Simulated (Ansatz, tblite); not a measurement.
Forces on the cluster Sc₈O₁₂ at its PBE-D4/def2-SVP geometry. The state is a singlet with charge 0.

The xTB rows come from tblite. Single mean-field runs in def2-TZVP are fitted with def2-universal-jkfit. The structure holds 2 bonds between oxygen atoms, so isomers without such links may lie far lower. The restricted singlet is unstable towards broken spin symmetry in Hartree–Fock (as tested in another run); at PBE-D4/def2-TZVP this wasn't settled. Another isomer (singlet) lies 8.77 eV lower at PBE0-D4/def2-TZVP; other spin states weren't run for this one.

GFN1-xTB (tblite), largest force 2.66 eV/Å:

```xyz
20
positions Å, forces eV/Å
Sc   -0.973   -0.451    2.335    1.390   -0.565    0.531
Sc   -1.035    2.073   -2.468    0.850   -0.356    0.633
Sc   -2.900   -2.414    0.686    0.287   -1.043   -0.596
Sc    2.020   -1.222    3.763   -2.549    0.454    0.608
Sc   -0.493   -1.261   -0.963   -1.110   -0.056    0.420
Sc    2.180   -0.691    0.346    0.228    0.164    0.985
Sc    1.579    0.665   -2.160   -0.005    0.516    0.367
Sc   -2.847    1.061    0.220    0.777   -0.617   -0.043
O    -2.081   -2.015    2.298    0.247    0.032    1.145
O     0.227   -0.568    0.757    0.214    0.003    0.862
O    -2.375    2.315   -1.146   -0.309    0.643   -0.378
O    -2.542   -0.831   -0.353   -0.495    1.136   -0.781
O     1.459   -1.339   -1.425    0.633   -1.590   -0.985
O     0.815    2.629   -1.974   -0.367    0.190   -0.448
O     0.900    2.272   -3.427   -0.321   -0.023    0.304
O     3.147   -0.491    2.370    0.105   -0.740   -1.215
O     2.657    0.856   -0.614    0.715    0.414   -0.019
O    -0.521    0.239   -2.256   -0.478   -0.011   -0.914
O     2.794   -1.936    2.116    0.575    0.842   -0.942
O    -2.012    1.110    1.892   -0.389    0.608    0.465
```

GFN2-xTB (tblite), largest force 1.44 eV/Å:

```
Sc 0.106 0.437 0.665
Sc 0.270 0.035 0.707
Sc 0.365 -1.349 -0.350
Sc -1.279 -0.069 0.597
Sc -0.746 -0.535 -0.213
Sc 0.858 0.227 0.924
Sc 0.883 1.027 -0.117
Sc 0.494 0.034 -0.157
O 0.308 0.450 0.216
O 0.361 -0.131 1.073
O 0.178 -0.048 -0.455
O -0.512 1.295 -0.179
O 0.466 -0.755 -0.354
O -0.409 -0.045 0.080
O -0.403 -0.367 -0.022
O -0.044 0.146 -0.935
O -0.134 -0.412 -0.176
O -0.685 0.078 -0.230
O 0.010 0.070 -1.011
O -0.087 -0.089 -0.063
```

PBE-D4/def2-TZVP (Ansatz), largest force 0.31 eV/Å:

```
Sc 0.139 0.059 0.114
Sc 0.160 0.060 -0.202
Sc -0.163 -0.106 -0.096
Sc 0.000 -0.018 0.063
Sc 0.025 -0.096 -0.029
Sc 0.033 -0.159 0.119
Sc -0.065 0.029 -0.178
Sc -0.195 -0.052 0.047
O -0.011 -0.144 0.182
O -0.039 0.008 0.044
O -0.127 0.170 0.007
O -0.020 -0.014 -0.094
O 0.071 -0.111 -0.090
O 0.017 0.058 0.051
O -0.003 0.011 -0.064
O 0.022 -0.004 -0.014
O 0.197 0.232 0.052
O -0.046 -0.067 -0.038
O 0.008 -0.008 -0.003
O -0.003 0.151 0.127
```
